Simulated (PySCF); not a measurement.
Compound: trans-Zr(H2O)2Cl4 (singlet state).
Bonds: Zr1–O2, Zr1–O5, Zr1–Cl8, Zr1–Cl9, Zr1–Cl10, Zr1–Cl11. Hydrogens: H3, H4 on O2; H6, H7 on O5.

Computed with PySCF, PBE0-D3(BJ)/def2-SVP geometry optimisation, gas phase, def2 core potentials past Kr.

**Question.** What internal coordinates does the optimisation give?

**Answer.** 
```
                    bond  length (pm)
          Zr1–O2, Zr1–O5        224.5
Zr1–Cl8 and 3 like bonds        240.7
  O2–H3 and 3 like bonds         96.7
```

Bonds in one row agree within 1 pm and their mean is given. A selection of angles:
```
        angle  degrees
    O2–Zr1–O5    177.1
   O2–Zr1–Cl8     75.2
  O2–Zr1–Cl10    102.2
  O2–Zr1–Cl11    106.9
   O5–Zr1–Cl8    103.4
   O5–Zr1–Cl9    106.2
  Cl8–Zr1–Cl9    150.4
 Cl8–Zr1–Cl10     93.9
Cl10–Zr1–Cl11    151.0
    Zr1–O2–H3    123.3
     H3–O2–H4    113.1
```

Zr1 (zirconium bonded to 4 Cl and 2 O) has the three widest angles are 177.1°, 151.0° and 150.4°, the others run from 75.2° to 106.9°. O2 (oxygen bonded to Zr and 2 H) is planar (angles 123.3°, 123.3° and 113.1°, sum 359.7°, 0.04 Å off the plane of its three neighbours).

Whether it is a minimum is left open (no frequencies).
